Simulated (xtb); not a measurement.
A run for xtb: GFN2-xTB on BiH3O3 (SMILES [OH][Bi]([OH])[OH]), a point of a torsion scan.

```
$ xtb mol.xyz --gfn 2 --opt vtight --chrg 0 --uhf 0 --input xcontrol
7

O     -1.61695135    -1.07770755    -0.90073455
Bi    -0.17074208    -0.22750033     0.37638943
O     -0.28150602     1.88641205     0.35057031
O      1.77977301    -0.90959365    -0.04825993
H     -2.50408205    -0.79114819    -0.58503088
H     -0.11535183     2.28091738     1.25031417
H      2.38417761    -0.44610902     0.57432082
$constrain
  force constant=1.0
  dihedral: 5,1,2,3,300.0
$end
```

The log:

```
[...]
           -------------------------------------------------
          |                Calculation Setup                |
           -------------------------------------------------



           -------------------------------------------------
          |                 G F N 2 - x T B                 |
           -------------------------------------------------

        Reference                      10.1021/acs.jctc.8b01176
      * Hamiltonian:
        H0-scaling (s, p, d)           1.850000    2.230000    2.230000
        zeta-weighting                 0.500000
      * Dispersion:
        s8                             2.700000
        a1                             0.520000
        a2                             5.000000
        s9                             5.000000
      * Repulsion:
        kExp                           1.500000    1.000000
        rExp                           1.000000
      * Coulomb:
        alpha                          2.000000
        third order                    shell-resolved
        anisotropic                    true
        a3                             3.000000
        a5                             4.000000
        cn-shift                       1.200000
        cn-exp                         4.000000
        max-rad                        5.000000


          ...................................................
          :                      SETUP                      :
          :.................................................:
          :  # basis functions                  19          :
          :  # atomic orbitals                  19          :
          :  # shells                           11          :
          :  # electrons                        26          :
          :  max. iterations                   250          :
          :  Hamiltonian                  GFN2-xTB          :
          :  restarted?                      false          :
          :  GBSA solvation                  false          :
          :  PC potential                    false          :
          :  electronic temp.          300.0000000     K    :
          :  accuracy                    1.0000000          :
          :  -> integral cutoff          0.2500000E+02      :
          :  -> integral neglect         0.1000000E-07      :
          :  -> SCF convergence          0.1000000E-05 Eh   :
          :  -> wf. convergence          0.1000000E-03 e    :
          :  Broyden damping             0.4000000          :
          :  net charge                          0          :
          :  unpaired electrons                  0          :
          ...................................................

 iter      E             dE          RMSdq      gap      omega  full diag
   1    -16.0580770 -0.160581E+02  0.543E+00    3.20       0.0  T
   2    -16.0867195 -0.286425E-01  0.399E+00    3.85       1.0  T
   3    -16.0901634 -0.344392E-02  0.225E+00    3.73       1.0  T
   4    -16.0908833 -0.719899E-03  0.354E-01    3.77       1.0  T
   5    -16.0909425 -0.591295E-04  0.121E-01    3.79       1.0  T
   6    -16.0909516 -0.915932E-05  0.346E-02    3.78       1.1  T
   7    -16.0909516  0.339187E-07  0.115E-02    3.78       3.3  T
   8    -16.0909516 -0.684533E-07  0.796E-03    3.79       4.7  T
   9    -16.0909517 -0.565930E-07  0.152E-03    3.78      24.9  T
  10    -16.0909517 -0.237227E-08  0.505E-04    3.78      74.9  T
  11    -16.0909517 -0.193612E-09  0.741E-05    3.78     510.3  T

   *** convergence criteria satisfied after 11 iterations ***

         #    Occupation            Energy/Eh            Energy/eV
      -------------------------------------------------------------
         1        2.0000           -1.0953950             -29.8072
       ...           ...                  ...                  ...
         7        2.0000           -0.5345714             -14.5464
         8        2.0000           -0.4913234             -13.3696
         9        2.0000           -0.4740541             -12.8997
        10        2.0000           -0.4547718             -12.3750
        11        2.0000           -0.4405225             -11.9872
        12        2.0000           -0.4359750             -11.8635
        13        2.0000           -0.4042240             -10.9995 (HOMO)
        14                         -0.2651544              -7.2152 (LUMO)
        15                         -0.1409245              -3.8348
        16                         -0.1336223              -3.6360
        17                          0.1138814               3.0989
        18                          0.1328288               3.6145
        19                          0.1369536               3.7267
      -------------------------------------------------------------
                  HL-Gap            0.1390696 Eh            3.7843 eV
             Fermi-level           -0.3346892 Eh           -9.1074 eV

 SCC (total)                   0 d,  0 h,  0 min,  0.006 sec
 SCC setup          
[...]
    -0.4234935             -11.5238 (HOMO)
        14                         -0.1674005              -4.5552 (LUMO)
        15                         -0.1461282              -3.9764
        16                         -0.0776329              -2.1125
        17                          0.1834864               4.9929
        18                          0.2006979               5.4613
        19                          0.2191669               5.9638
      -------------------------------------------------------------
                  HL-Gap            0.2560930 Eh            6.9686 eV
             Fermi-level           -0.2954470 Eh           -8.0395 eV

 SCC (total)                   0 d,  0 h,  0 min,  0.005 sec
 SCC setup                      ...        0 min,  0.000 sec (  2.428%)
 Dispersion                     ...        0 min,  0.000 sec (  0.811%)
 classical contributions        ...        0 min,  0.000 sec (  0.270%)
 integral evaluation            ...        0 min,  0.002 sec ( 33.254%)
 iterations                     ...        0 min,  0.001 sec ( 27.823%)
 molecular gradient             ...        0 min,  0.002 sec ( 31.543%)
 printout                       ...        0 min,  0.000 sec (  3.237%)

         :::::::::::::::::::::::::::::::::::::::::::::::::::::
         ::                     SUMMARY                     ::
         :::::::::::::::::::::::::::::::::::::::::::::::::::::
         :: total energy             -16.104136930256 Eh    ::
         :: gradient norm              0.000138829825 Eh/a0 ::
         :: HOMO-LUMO gap              6.968644789533 eV    ::
         ::.................................................::
         :: SCC energy               -16.160397015812 Eh    ::
         :: -> isotropic ES            0.162018844704 Eh    ::
         :: -> anisotropic ES         -0.005646023980 Eh    ::
         :: -> anisotropic XC         -0.004250123381 Eh    ::
         :: -> dispersion             -0.003621207196 Eh    ::
         :: repulsion energy           0.056256518082 Eh    ::
         :: add. restraining           0.000003567474 Eh    ::
         :: total charge              -0.000000000000 e     ::
         :::::::::::::::::::::::::::::::::::::::::::::::::::::

           -------------------------------------------------
          |                Property Printout                |
           -------------------------------------------------

    * Orbital Energies and Occupations

         #    Occupation            Energy/Eh            Energy/eV
      -------------------------------------------------------------
         1        2.0000           -1.0718526             -29.1666
         2        2.0000           -0.6625031             -18.0276
         3        2.0000           -0.6591804             -17.9372
         4        2.0000           -0.6487862             -17.6544
         5        2.0000           -0.5458285             -14.8528
         6        2.0000           -0.5401992             -14.6996
         7        2.0000           -0.5190196             -14.1232
         8        2.0000           -0.4751930             -12.9307
         9        2.0000           -0.4635722             -12.6144
        10        2.0000           -0.4499554             -12.2439
        11        2.0000           -0.4328789             -11.7792
        12        2.0000           -0.4284441             -11.6586
        13        2.0000           -0.4234935             -11.5238 (HOMO)
        14                         -0.1674005              -4.5552 (LUMO)
        15                         -0.1461282              -3.9764
        16                         -0.0776329              -2.1125
        17                          0.1834864               4.9929
        18                          0.2006979               5.4613
        19                          0.2191669               5.9638
      -------------------------------------------------------------
                  HL-Gap            0.2560930 Eh            6.9686 eV
             Fermi-level           -0.2954470 Eh           -8.0395 eV

     #   Z          covCN         q      C6AA      α(0)
     1   8 O        1.585    -0.630    25.925     6.871
     2  83 Bi       2.555     0.959   423.527    39.232
     3   8 O        1.586    -0.626    25.846     6.861
     4   8 O        1.587    -0.611    25.470     6.811
     5   1 H        0.855     0.289     0.746     1.353
     6   1 H        0.876     0.306     0.695     1.305
     7   1 H        0.901     0.313     0.673     1.284

 Mol. C6AA /au·bohr⁶  :       1435.528728
 Mol. C8AA /au·bohr⁸  :     100008.660442
 Mol. α(0) /au        :         63.716188


Wiberg/Mayer (AO) data.
Note: The following floating-point exceptions are signalling: IEEE_UNDERFLOW_FLAG IEEE_DENORMAL
normal termination of xtb
largest (>0.10) Wiberg bond orders for each atom

 ---------------------------------------------------------------------------
     #   Z sym  total        # sym  WBO       # sym  WBO       # sym  WBO
 ---------------------------------------------------------------------------
     1   8 O    1.861 --     5 H    0.908     2 Bi   0.852
     2  83 Bi   2.643 --     4 O    0.906     3 O    0.873     1 O    0.852
     3   8 O    1.884 --     6 H    0.896     2 Bi   0.873
     4   8 O    1.893 --     2 Bi   0.906     7 H    0.891
     5   1 H    0.916 --     1 O    0.908
     6   1 H    0.907 --     3 O    0.896
     7   1 H    0.902 --     4 O    0.891
 ---------------------------------------------------------------------------

Topologies differ in total number of bonds
Writing topology from bond orders to xtbtopo.mol

molecular dipole:
                 x           y           z       tot (Debye)
 q only:       -0.773      -0.544       0.695
   full:       -0.960      -0.530       0.606       3.184
molecular quadrupole (traceless):
                xx          xy          yy          xz          yz          zz
 q only:       -1.054       4.003      -2.846      -4.298      -7.422       3.900
  q+dip:       -0.725       5.015      -3.263      -4.710      -8.621       3.987
   full:       -0.494       4.765      -3.476      -4.618      -8.435       3.970

           -------------------------------------------------
          |                Geometry Summary                 |
           -------------------------------------------------

      molecular mass/u    :      260.0024361
   center of mass at/Å    :       -0.2894415      -0.3779680       1.0254121
  moments of inertia/u·Å² :        0.1302446E+03   0.1358519E+03   0.1472564E+03
rotational constants/cm⁻¹ :        0.1294306E+00   0.1240883E+00   0.1144781E+00

 * 6 selected distances

     #   Z          #   Z                                           value/Å
     1   8 O        2  83 Bi                                      2.0651337 (max)
     2  83 Bi       3   8 O                                       2.0460775
     2  83 Bi       4   8 O                                       2.0350035
     1   8 O        5   1 H                                       0.9551306 (min)
     3   8 O        6   1 H                                       0.9555413
     4   8 O        7   1 H                                       0.9564415

 * 2 distinct bonds (by element types)

   Z      Z             #   av. dist./Å        max./Å        min./Å
   1 H    8 O           3     0.9557045     0.9564415     0.9551306
   8 O   83 Bi          3     2.0487382     2.0651337     2.0350035


optimized geometry written to: xtbopt.xyz


           -------------------------------------------------
          | TOTAL ENERGY              -16.104136930256 Eh   |
          | GRADIENT NORM               0.000138829825 Eh/α |
          | HOMO-LUMO GAP               6.968644789533 eV   |
           -------------------------------------------------

------------------------------------------------------------------------
------------------------------------------------------------------------
 total:
 SCF:
 ANC optimizer:
```

The run finished.

Warnings raised: the energy holds the restraint's term.

Cost: roughly 0.26 core-seconds.
